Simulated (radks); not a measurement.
Question: Valence configurations of In I (all share [Kr]). Calculated with a radial shooting solver on a logarithmic mesh with Libxc functionals: scalar-relativistic Kohn-Sham, r2SCAN, spin-polarised, spherical densities, finite nucleus; open shells are filled with parallel spins first (spin-orbit coupling, left out, can overturn this in heavy ions); meta-GGA in the generalised Kohn-Sham scheme; Fermi nuclear charge, rms radius 4.6156 fm. Order these by energy: 4d9 5s2 5p2; 4d10 5p3; 4d8 5s1 5p4; 4d10 5s2 5p1; 4d9 5s1 5p3; 4d8 5s2 5p3; 4d9.5 5s1.5 5p2; 4d10 5s1 5p2; 4d9.5 5s2 5p1.5; 4d10 5s1.5 5p1.5.

Answer: From the lowest, in eV above it: 4d10 5s2 5p1 0.000; 4d10 5s1.5 5p1.5 2.318; 4d10 5s1 5p2 4.093; 4d9.5 5s2 5p1.5 8.562; 4d10 5p3 10.428; 4d9.5 5s1.5 5p2 10.845; 4d9 5s2 5p2 17.953; 4d9 5s1 5p3 21.863; 4d8 5s2 5p3 39.156; 4d8 5s1 5p4 46.433. NIST lists [Kr] 4d10 5s2 5p1 as the ground configuration; this level of theory agrees among the configurations tried. The energies are those of spherical high-spin densities, not of single terms.
